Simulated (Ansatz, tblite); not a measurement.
Forces on `c1cc2sc(-c3cc4sc(-c5cc6sccc6s5)cc4s3)cc2s1` at its r2SCAN-D4/def2-SVP geometry. Charge 0, multiplicity 1.

The xTB rows come from tblite. Single mean-field runs in def2-TZVP are fitted with def2-universal-jkfit.

GFN2-xTB (tblite), largest force 0.64 eV/Å:

```xyz
32
positions Å, forces eV/Å
C     2.727    6.858   -3.894    0.366   -0.467   -0.113
C     3.298    5.606   -3.918   -0.230    0.393    0.046
C     2.546    4.692   -3.133   -0.132    0.328   -0.001
S     2.685    3.012   -2.730   -0.082    0.092    0.017
C     1.222    3.080   -1.750   -0.267    0.238    0.130
C     0.756    1.895   -1.080    0.285   -0.240   -0.111
C     1.316    0.622   -1.086   -0.117    0.257   -0.003
C     0.566   -0.282   -0.305   -0.096    0.365   -0.038
S     0.705   -1.963    0.097   -0.073    0.089    0.021
C    -0.757   -1.895    1.078   -0.278    0.243    0.122
C    -1.223   -3.080    1.748    0.278   -0.234   -0.116
C    -0.665   -4.352    1.739   -0.128    0.233    0.012
C    -1.416   -5.258    2.522   -0.149    0.393   -0.013
S    -1.286   -6.939    2.926   -0.118    0.093    0.058
C    -2.727   -6.858    3.894   -0.365    0.466    0.111
C    -3.298   -5.606    3.918    0.235   -0.390   -0.039
C    -2.546   -4.692    3.133    0.134   -0.327    0.003
S    -2.682   -3.011    2.734    0.073   -0.096   -0.028
C    -1.317   -0.622    1.086    0.115   -0.257   -0.001
C    -0.567    0.282    0.304    0.099   -0.364    0.042
S    -0.705    1.963   -0.096    0.069   -0.090   -0.029
C     0.664    4.351   -1.740    0.121   -0.238   -0.022
C     1.416    5.258   -2.523    0.150   -0.390    0.015
S     1.284    6.939   -2.928    0.119   -0.094   -0.055
H     3.076    7.759   -4.398   -0.217   -0.524    0.301
H     4.208    5.362   -4.469   -0.493    0.085    0.311
H     2.226    0.374   -1.636   -0.485    0.114    0.296
H     0.244   -4.601    1.187   -0.484    0.114    0.299
H    -3.075   -7.759    4.399    0.214    0.524   -0.304
H    -4.206   -5.362    4.472    0.491   -0.086   -0.313
H    -2.226   -0.374    1.636    0.483   -0.116   -0.298
H    -0.245    4.600   -1.188    0.482   -0.114   -0.301
```

PBE-D4/def2-TZVP (Ansatz), largest force 0.16 eV/Å:

```
C 0.037 0.061 -0.042
C -0.024 -0.004 0.021
C 0.030 0.037 -0.025
S -0.111 0.102 0.032
C -0.030 0.012 0.037
C 0.039 0.001 -0.013
C -0.056 0.042 0.016
C 0.017 0.028 -0.016
S -0.109 0.112 0.040
C -0.032 0.002 0.025
C 0.043 -0.006 -0.020
C -0.050 0.054 0.011
C 0.020 0.002 -0.014
S -0.091 0.106 0.037
C -0.037 -0.062 0.039
C 0.029 0.007 -0.014
C -0.028 -0.036 0.029
S 0.101 -0.107 -0.045
C 0.053 -0.042 -0.023
C -0.014 -0.027 0.021
S 0.105 -0.113 -0.048
C 0.041 -0.060 -0.023
C -0.019 0.001 0.016
S 0.093 -0.107 -0.033
H -0.039 -0.114 0.059
H -0.087 0.039 0.046
H -0.087 0.024 0.050
H -0.087 0.023 0.052
H 0.037 0.114 -0.061
H 0.086 -0.040 -0.048
H 0.085 -0.026 -0.052
H 0.085 -0.023 -0.054
```

r2SCAN-D4/def2-TZVP (Ansatz), largest force 0.42 eV/Å:

```
C 0.100 -0.033 -0.058
C -0.084 0.097 0.033
C -0.086 0.143 0.024
S -0.256 0.285 0.076
C -0.068 0.121 0.032
C 0.077 -0.104 -0.006
C -0.083 0.107 0.014
C -0.092 0.139 0.026
S -0.253 0.295 0.084
C -0.069 0.108 0.020
C 0.082 -0.115 -0.014
C -0.077 0.128 0.007
C -0.095 0.100 0.037
S -0.264 0.316 0.094
C -0.100 0.031 0.055
C 0.089 -0.094 -0.025
C 0.088 -0.142 -0.020
S 0.244 -0.290 -0.091
C 0.079 -0.107 -0.021
C 0.095 -0.138 -0.021
S 0.248 -0.297 -0.093
C 0.067 -0.133 -0.019
C 0.097 -0.097 -0.035
S 0.266 -0.316 -0.090
H -0.115 -0.321 0.171
H -0.288 0.096 0.167
H -0.284 0.080 0.168
H -0.283 0.079 0.170
H 0.112 0.321 -0.174
H 0.287 -0.097 -0.169
H 0.282 -0.082 -0.171
H 0.282 -0.079 -0.173
```
